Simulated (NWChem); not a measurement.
Molecule: C$_{4}$H$_{3}$NOS; SMILES O=Cc1scnc1

```xyz
10

O     -0.2366     2.6539     0.0000
C      0.6354     1.8210     0.0000
C      0.4086     0.3775     0.0000
C      1.3453    -0.6351     0.0000
N      0.8537    -1.8982     0.0000
C     -0.4495    -1.8714     0.0000
S     -1.1747    -0.3100     0.0000
H      1.7186     2.1023     0.0000
H      2.4254    -0.4686     0.0000
H     -1.0715    -2.7704     0.0000
```
Atoms are numbered in this order, from 1.

Program: NWChem. Pople sets run with spherical d functions. The geometry was optimised at PBE0/def2-SVP.

For level CAM-B3LYP/STO-3G:

```yaml
highest occupied level (eV): -6.15
dipole (D): 0.64
```

Question: How do the values read with level CAM-B3LYP/6-31G* instead?

Answer: 
| Item | Result |
|---|---|
| highest occupied level (eV) | -8.87 |
| dipole (D) | 1.63 |
